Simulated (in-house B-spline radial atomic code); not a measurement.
Orbital energies and mean radii along the 55-electron series, configuration [Kr] 4d10 4f7 5s2. The effective charge is n√(-2ε), a non-relativistic measure. Computed with an all-electron radial atomic-structure program (B-spline basis): Dirac-Hartree-Fock, average of the configuration, finite nuclei.

```
  ion   Z  energy of 4d3/2 (Eh)  mean radius of 4d3/2 (bohr)  energy of 4s1/2 (Eh)  mean radius of 4s1/2 (bohr)  energy of 4f5/2 (Eh)  mean radius of 4f5/2 (bohr)  energy of 4f7/2 (Eh)  mean radius of 4f7/2 (bohr)  effective charge of 4d3/2
Dy11+  66               -13.896                      0.59011               -23.438                       0.5266               -7.7063                      0.67014               -7.6663                      0.67544                     21.087
Ho12+  67               -15.394                      0.57309               -25.337                      0.51417               -8.9407                      0.63755               -8.8941                      0.64259                     22.195
Er13+  68               -16.966                      0.55695               -27.322                      0.50219               -10.247                       0.6088               -10.194                      0.61363                     23.301
```
